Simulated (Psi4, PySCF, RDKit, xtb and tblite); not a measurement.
Relaxed torsion scan: SMILES Cc1cccc(C(=O)O)c1 (C8H8O2). Scanned: dihedral O8–C7–O9–H17; all other coordinates were relaxed at GFN2-xTB. Points at φ and −φ are mirror images.

Atom numbering (GFN2-xTB optimised geometry, Å):
```
18

C     -2.3902    -1.3062     0.4782
C     -1.2604    -0.3959     0.1063
C     -1.5139     0.8464    -0.4682
C     -0.4785     1.7031    -0.8008
C      0.8337     1.3366    -0.5663
C      1.1027     0.0975     0.0080
C      2.4845    -0.3493     0.2806
O      2.7809    -1.4102     0.7735
O      3.4192     0.5489    -0.0750
C      0.0558    -0.7593     0.3402
H     -3.1583    -1.3028    -0.2925
H     -2.8484    -0.9691     1.4082
H     -2.0368    -2.3236     0.6222
H     -2.5360     1.1429    -0.6571
H     -0.6976     2.6619    -1.2470
H      1.6474     1.9959    -0.8232
H      4.2995     0.1974     0.1292
H      0.2965    -1.7143     0.7837
```

Computed with: UFF // GFN2-xTB (RDKit); GFN2-xTB (xtb and tblite); B3LYP-D3(BJ)/def2-SVP // GFN2-xTB (Psi4); B3LYP/def2-SVP // GFN2-xTB (Psi4); RKS-LDA (SVWN5)/6-31G* = PySCF with restricted LDA (SVWN5)/6-31G*, spherical d, density fitting // GFN2-xTB; PBE-D3(BJ)/def2-SVP // GFN2-xTB (Psi4).

Energies in kJ/mol, each method relative to its own lowest point.

```json
[
 {"φ / °": "-160", "UFF": "9.9", "GFN2-xTB": "30.1", "B3LYP-D3(BJ)/def2-SVP": "28.1", "B3LYP/def2-SVP": "29.2", "RKS-LDA (SVWN5)/6-31G*": "28.9", "PBE-D3(BJ)/def2-SVP": "26.3"},
 {"φ / °": "-140", "UFF": "9.7", "GFN2-xTB": "38.1", "B3LYP-D3(BJ)/def2-SVP": "35.6", "B3LYP/def2-SVP": "36.5", "RKS-LDA (SVWN5)/6-31G*": "37.9", "PBE-D3(BJ)/def2-SVP": "34.7"},
 {"φ / °": "-120", "UFF": "17.3", "GFN2-xTB": "48.0", "B3LYP-D3(BJ)/def2-SVP": "45.8", "B3LYP/def2-SVP": "46.6", "RKS-LDA (SVWN5)/6-31G*": "50.2", "PBE-D3(BJ)/def2-SVP": "46.2"},
 {"φ / °": "-100", "UFF": "25.2", "GFN2-xTB": "53.7", "B3LYP-D3(BJ)/def2-SVP": "52.4", "B3LYP/def2-SVP": "53.0", "RKS-LDA (SVWN5)/6-31G*": "58.1", "PBE-D3(BJ)/def2-SVP": "53.7"},
 {"φ / °": "-80", "UFF": "25.6", "GFN2-xTB": "49.8", "B3LYP-D3(BJ)/def2-SVP": "49.4", "B3LYP/def2-SVP": "49.8", "RKS-LDA (SVWN5)/6-31G*": "54.6", "PBE-D3(BJ)/def2-SVP": "50.7"},
 {"φ / °": "-60", "UFF": "18.4", "GFN2-xTB": "36.3", "B3LYP-D3(BJ)/def2-SVP": "36.7", "B3LYP/def2-SVP": "36.8", "RKS-LDA (SVWN5)/6-31G*": "40.1", "PBE-D3(BJ)/def2-SVP": "37.3"},
 {"φ / °": "-40", "UFF": "8.9", "GFN2-xTB": "19.1", "B3LYP-D3(BJ)/def2-SVP": "19.6", "B3LYP/def2-SVP": "19.7", "RKS-LDA (SVWN5)/6-31G*": "21.4", "PBE-D3(BJ)/def2-SVP": "19.9"},
 {"φ / °": "-20", "UFF": "2.1", "GFN2-xTB": "5.3", "B3LYP-D3(BJ)/def2-SVP": "5.5", "B3LYP/def2-SVP": "5.5", "RKS-LDA (SVWN5)/6-31G*": "6.0", "PBE-D3(BJ)/def2-SVP": "5.6"},
 {"φ / °": "0", "UFF": "0.0", "GFN2-xTB": "0.0", "B3LYP-D3(BJ)/def2-SVP": "0.0", "B3LYP/def2-SVP": "0.0", "RKS-LDA (SVWN5)/6-31G*": "0.0", "PBE-D3(BJ)/def2-SVP": "0.0"},
 {"φ / °": "20", "UFF": "2.1", "GFN2-xTB": "5.3", "B3LYP-D3(BJ)/def2-SVP": "5.5", "B3LYP/def2-SVP": "5.5", "RKS-LDA (SVWN5)/6-31G*": "6.0", "PBE-D3(BJ)/def2-SVP": "5.6"},
 {"φ / °": "40", "UFF": "8.9", "GFN2-xTB": "19.1", "B3LYP-D3(BJ)/def2-SVP": "19.6", "B3LYP/def2-SVP": "19.7", "RKS-LDA (SVWN5)/6-31G*": "21.4", "PBE-D3(BJ)/def2-SVP": "19.9"},
 {"φ / °": "60", "UFF": "18.4", "GFN2-xTB": "36.3", "B3LYP-D3(BJ)/def2-SVP": "36.7", "B3LYP/def2-SVP": "36.8", "RKS-LDA (SVWN5)/6-31G*": "40.1", "PBE-D3(BJ)/def2-SVP": "37.3"},
 {"φ / °": "80", "UFF": "25.6", "GFN2-xTB": "49.8", "B3LYP-D3(BJ)/def2-SVP": "49.4", "B3LYP/def2-SVP": "49.8", "RKS-LDA (SVWN5)/6-31G*": "54.6", "PBE-D3(BJ)/def2-SVP": "50.7"},
 {"φ / °": "100", "UFF": "25.2", "GFN2-xTB": "53.7", "B3LYP-D3(BJ)/def2-SVP": "52.4", "B3LYP/def2-SVP": "53.0", "RKS-LDA (SVWN5)/6-31G*": "58.1", "PBE-D3(BJ)/def2-SVP": "53.7"},
 {"φ / °": "120", "UFF": "17.3", "GFN2-xTB": "48.0", "B3LYP-D3(BJ)/def2-SVP": "45.8", "B3LYP/def2-SVP": "46.6", "RKS-LDA (SVWN5)/6-31G*": "50.2", "PBE-D3(BJ)/def2-SVP": "46.2"},
 {"φ / °": "140", "UFF": "9.7", "GFN2-xTB": "38.1", "B3LYP-D3(BJ)/def2-SVP": "35.6", "B3LYP/def2-SVP": "36.5", "RKS-LDA (SVWN5)/6-31G*": "37.9", "PBE-D3(BJ)/def2-SVP": "34.7"},
 {"φ / °": "160", "UFF": "9.9", "GFN2-xTB": "30.1", "B3LYP-D3(BJ)/def2-SVP": "28.1", "B3LYP/def2-SVP": "29.2", "RKS-LDA (SVWN5)/6-31G*": "28.9", "PBE-D3(BJ)/def2-SVP": "26.3"},
 {"φ / °": "180", "UFF": "18.1", "GFN2-xTB": "27.8", "B3LYP-D3(BJ)/def2-SVP": "27.7", "B3LYP/def2-SVP": "28.8", "RKS-LDA (SVWN5)/6-31G*": "28.3", "PBE-D3(BJ)/def2-SVP": "25.5"}
]
```

Root-mean-square difference from the PBE-D3(BJ)/def2-SVP profile, itself a level with limits, after the best constant shift (kJ/mol): UFF 9.5, GFN2-xTB 1.8, B3LYP-D3(BJ)/def2-SVP 1.1, B3LYP/def2-SVP 1.4, RKS-LDA (SVWN5)/6-31G* 1.4.
